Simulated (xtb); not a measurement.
AlF4 (SMILES [F][Al-]([F])([F])[F]), charge -1, singlet, at a GFN2-xTB geometry (such geometries of metal compounds can be far from the true shape); GFN0-xTB run with xtb.

xtb was given this input:
```
$ xtb mol.xyz --gfn 0 --chrg -1 --json

# file mol.xyz
5

Al    -0.00000000     0.00000000    -0.00000000
F      1.58679882    -0.29963334    -0.47610446
F      0.00001338     0.79617763     1.48340395
F     -0.75975736     0.96255905    -1.15353150
F     -0.82705485    -1.45910335     0.14623202
```

### Question
Predict the main parts of the log of this xtb run.

### Answer

```
   ID    Z sym.   atoms
    1   13 Al     1
    2    9 F      2-5

           -------------------------------------------------
          |                Calculation Setup                |
           -------------------------------------------------

           -------------------------------------------------
          |                 G F N 0 - x T B                 |
           -------------------------------------------------

          ...................................................
          :                      SETUP                      :
          :.................................................:
          :  # basis functions                  26          :
          :  # atomic orbitals                  25          :
          :  # shells                           11          :
          :  # electrons                        32          :
          :  electronic temp.          300.0000000     K    :
          :  accuracy                    1.0000000          :
          :  -> integral cutoff          0.2500000E+02      :
          :  -> integral neglect         0.1000000E-07      :
          ...................................................

         :::::::::::::::::::::::::::::::::::::::::::::::::::::
         ::                     SUMMARY                     ::
         :::::::::::::::::::::::::::::::::::::::::::::::::::::
         :: total energy             -18.486026548658 Eh    ::
         :: gradient norm              0.000144346311 Eh/a0 ::
         :: HOMO-LUMO gap              9.512491136754 eV    ::
         ::.................................................::
         :: H0 energy                -17.238285519754 Eh    ::
         :: repulsion energy           0.052906419615 Eh    ::
         :: electrostat energy        -1.299692294507 Eh    ::
         :: -> Gsolv                   0.000000000000 Eh    ::
         ::    -> Gsasa                0.000000000000 Eh    ::
         ::    -> Gshift               0.000000000000 Eh    ::
         :: dispersion energy         -0.000955154012 Eh    ::
         :: short-range corr.          0.000000000000 Eh    ::
         :: add. restraining           0.000000000000 Eh    ::
         :: total charge              -1.000000000000 e     ::
         :::::::::::::::::::::::::::::::::::::::::::::::::::::

           -------------------------------------------------
          |                Property Printout                |
           -------------------------------------------------

    * Orbital Energies and Occupations

         #    Occupation            Energy/Eh            Energy/eV
      -------------------------------------------------------------
         1        2.0000           -0.8266605             -22.4946
       ...           ...                  ...                  ...
         4        2.0000           -0.8218091             -22.3626
         5        2.0000           -0.4511333             -12.2760
         6        2.0000           -0.4475570             -12.1786
         7        2.0000           -0.4475570             -12.1786
         8        2.0000           -0.4475570             -12.1786
         9        2.0000           -0.4419596             -12.0263
        10        2.0000           -0.4419596             -12.0263
        11        2.0000           -0.4401057             -11.9759
        12        2.0000           -0.4401057             -11.9759
        13        2.0000           -0.4401057             -11.9759
        14        2.0000           -0.4397704             -11.9668
        15        2.0000           -0.4397704             -11.9668
        16        2.0000           -0.4397704             -11.9668 (HOMO)
        17                         -0.0901928              -2.4543 (LUMO)
        18                         -0.0901928              -2.4543
        19                         -0.0901928              -2.4543
        20                         -0.0541857              -1.4745
        21                         -0.0541857              -1.4745
        22                          0.0503962               1.3713
        23                          0.8744426              23.7948
        24                          0.8744426              23.7948
        25                          0.8744427              23.7948
      -------------------------------------------------------------
                  HL-Gap            0.3495776 Eh            9.5125 eV
             Fermi-level            0.0000000 Eh            0.0000 eV

     #   Z          covCN         q      C6AA      α(0)
     1  13 Al       2.687     0.371   137.673    22.876
     2   9 F        0.672    -0.343    12.884     4.137
     3   9 F        0.672    -0.343    12.884     4.137
     4   9 F        0.672    -0.343    12.884     4.137
     5   9 F        0.672    -0.343    12.884     4.137

 Mol. C6AA /au·bohr⁶  :        637.834357
 Mol. C8AA /au·bohr⁸  :      28628.743679
 Mol. α(0) /au        :         39.422585

Wiberg/Mayer (AO) data.
largest (>0.10) Wiberg bond orders for each atom

 ---------------------------------------------------------------------------
     #   Z sym  total        # sym  WBO       # sym  WBO       # sym  WBO
 ---------------------------------------------------------------------------
     1  13 Al   3.263 --     2 F    0.816     4 F    0.816     3 F    0.816
                             5 F    0.816
     2   9 F    0.839 --     1 Al   0.816
     3   9 F    0.839 --     1 Al   0.816
     4   9 F    0.839 --     1 Al   0.816
     5   9 F    0.839 --     1 Al   0.816
 ---------------------------------------------------------------------------

Topologies differ in total number of bonds
Writing topology from bond orders to xtbtopo.mol

 dipole moment from electron density (au)
     X       Y       Z
   0.0000   0.0000  -0.0000  total (Debye):    0.000

           -------------------------------------------------
          | TOTAL ENERGY              -18.486026548658 Eh   |
          | GRADIENT NORM               0.000144346311 Eh/α |
          | HOMO-LUMO GAP               9.512491136754 eV   |
           -------------------------------------------------

normal termination of xtb
```
